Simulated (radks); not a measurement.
Results of a calculation; reference values are marked as such.
Q: Coherent X-ray form factor from a spherical all-electron density. Code: a radial shooting solver on a logarithmic mesh with Libxc functionals. Model: scalar-relativistic Kohn-Sham, LDA (Slater exchange, Perdew-Zunger correlation), spin-unpolarised, spherical densities, finite nucleus; Fermi nuclear charge, rms radius of each element as measured or else 0.836 A^(1/3) + 0.57 fm.

| sin(theta)/lambda (1/angstrom) | f0 (electrons) |
|---|---|
| 0.05 | 65.462 |
| 0.1 | 63.915 |
| 0.15 | 61.545 |
| 0.2 | 58.605 |
| 0.25 | 55.358 |
| 0.3 | 52.034 |
| 0.4 | 45.750 |
| 0.5 | 40.354 |
| 0.6 | 35.832 |
| 0.8 | 28.721 |
| 1 | 23.533 |
| 1.25 | 19.203 |
| 1.5 | 16.509 |
| 2 | 13.006 |

The species is in the configuration that NIST lists as its ground one. Which atom or ion scatters so?

A: The ytterbium ion Yb4+, [Xe] 4f12. Extrapolating in s^2 from the first two rows gives f0(0) = 66.0, near the electron count 66; among species with that count, the fall with angle is slower the higher Z, and the table is that of Z = 70; from so few rows the species is fixed only to a neighbour or two.
